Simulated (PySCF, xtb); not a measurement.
HNSi, SMILES [NH+]#[Si-].

xtb 6.7.1 with GFN2-xTB at its own geometry gives an orbital gap of 3.97 eV and a dipole moment of 1.82 D.

Geometry optimised at PBE0-D3(BJ)/def2-TZVPD.

### Question
What does r2SCAN/def2-TZVPD (PySCF) give? (An estimate is asked for; the answer gives what the named calculation found.)

### Answer
gap 5.25 eV (levels -7.16 and -1.92 eV), dipole 0.14 D.
